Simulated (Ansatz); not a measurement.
Species: SiI$_{2}$, charge -1, multiplicity 2. SMILES of the parent species: I[Si]I
Structure (B3LYP-D3(BJ)/def2-TZVP (Ansatz, a quantum-chemistry and plane-wave program) minimum search):
```
Si
I 1 2.6689
I 1 2.6689 2 101.31
```
Charge -1, spin multiplicity 2.

Parts of the frozen-core correlation energy in def2-TZVPPD (Ansatz, hartree). Frozen orbitals: 23; correlated occupied orbitals by spin: 10 and 9; virtual: 133 and 134. Open shells are spin-unrestricted. Spin-orbit coupling is left out. In def2 rows, elements after Kr have scalar-relativistic effective core potentials.

```json
[
 {"term": "reference (HF)", "value": "-882.37306"},
 {"term": "MP2 opposite-spin", "value": "-0.27888"},
 {"term": "MP2 same-spin", "value": "___"},
 {"term": "CCSD correlation", "value": "___"},
 {"term": "(T)", "value": "___"},
 {"term": "T1 diagnostic", "value": "0.019"},
 {"term": "largest doubles amplitude", "value": "0.033"},
 {"term": "<S^2> of the reference", "value": "0.784"}
]
```

Task: Complete the blanks.

Result: 
- MP2 same-spin, value: -0.09287
- CCSD correlation, value: -0.41024
- (T), value: -0.02072
